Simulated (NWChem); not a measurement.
Species: Ge2H6O; SMILES [OH][GeH2][GeH3]

```xyz
9

O      1.1680     1.9413    -0.0600
Ge    -0.3702     0.9865    -0.0005
Ge     0.0800    -1.4309    -0.0065
H      1.7073     1.7664     0.7268
H     -1.1135     1.4409    -1.2764
H     -1.1921     1.3925     1.2586
H      0.9718    -1.8204     1.1977
H      0.8105    -1.8572    -1.2999
H     -1.2409    -2.2314     0.0987
```
Atoms are numbered in this order, from 1.

Results from NWChem. Pople sets run with spherical d functions. Geometry: optimised at B3LYP/6-31G* (spherical d).

**Question.** Taking Hartree-Fock/6-311G** as the yardstick, which of these has the fewest basis functions while keeping “highest occupied level (eV)” within 0.05 eV of it: Hartree-Fock/6-31G*; Hartree-Fock/STO-3G; Hartree-Fock/3-21G?

**Answer.** none of them.
```json
[
 {"level": "Hartree-Fock/STO-3G", "basis functions": "47", "highest occupied level (eV)": "-8.14", "relative time (rough)": "1"},
 {"level": "Hartree-Fock/3-21G", "basis functions": "65", "highest occupied level (eV)": "-10.41", "relative time (rough)": "1"},
 {"level": "Hartree-Fock/6-31G*", "basis functions": "90", "highest occupied level (eV)": "-10.48", "relative time (rough)": "4"},
 {"level": "Hartree-Fock/6-311G**", "basis functions": "142", "highest occupied level (eV)": "-10.57", "relative time (rough)": "5"}
]
```

The yardstick is one finite set, not the basis-set limit.
